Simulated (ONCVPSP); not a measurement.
# u(r) = r·R(r): atom against pseudo-atom (Ru)

Columns: radius, all-electron u(r) and pseudo u(r) of the 4s shell (level -76.87 eV) of ruthenium in the configuration [Ar] 3d10 4s2 4p6 4d7 5s0.75 5p0.25; LDA (Perdew-Wang 92), scalar-relativistic, ONCV scheme, ONCVPSP 4.0.1.

| r (bohr) | all-electron | pseudo |
| --- | --- | --- |
| 0.110 | 0.3927 | 0.1089 |
| 0.220 | -0.3785 | 0.2344 |
| 0.330 | -0.6157 | 0.3850 |
| 0.440 | -0.2099 | 0.5565 |
| 0.550 | 0.3488 | 0.7333 |
| 0.660 | 0.7930 | 0.8932 |
| 0.770 | 1.0531 | 1.0139 |
| 0.880 | 1.1506 | 1.0784 |
| 0.990 | 1.1334 | 1.0796 |
| 1.100 | 1.0475 | 1.0219 |
| 1.210 | 0.9279 | 0.9206 |
| 1.320 | 0.7981 | 0.7972 |
| 1.430 | 0.6719 | 0.6718 |
| 1.540 | 0.5567 | 0.5567 |
| 1.650 | 0.4558 | 0.4557 |
| 1.760 | 0.3696 | 0.3696 |
| 1.870 | 0.2976 | 0.2975 |
| 1.980 | 0.2381 | 0.2381 |
| 2.090 | 0.1897 | 0.1896 |
| 2.200 | 0.1505 | 0.1504 |
| 2.310 | 0.1190 | 0.1189 |
| 2.420 | 0.0938 | 0.0938 |
| 2.530 | 0.0738 | 0.0738 |
| 2.640 | 0.0580 | 0.0579 |
| 2.750 | 0.0454 | 0.0454 |
| 2.860 | 0.0355 | 0.0355 |

Task: How many radial nodes do the two functions have?

Result: The all-electron 4s function has n − l − 1 = 3 (the table is too coarse to show those close to the nucleus); the pseudo-wave has 0, since the states of the same l below it are removed with the core.

Task: At about which radius was the pseudo-wave matched?

Result: 1.45 bohr, where the columns begin to agree (steps of 0.11 bohr).

Task: Is the pseudo-wave norm-conserving?

Result: Yes: the ONCV scheme keeps the norm inside the radius equal to the all-electron one, which fixes the energy derivative of the logarithmic derivative at the level.
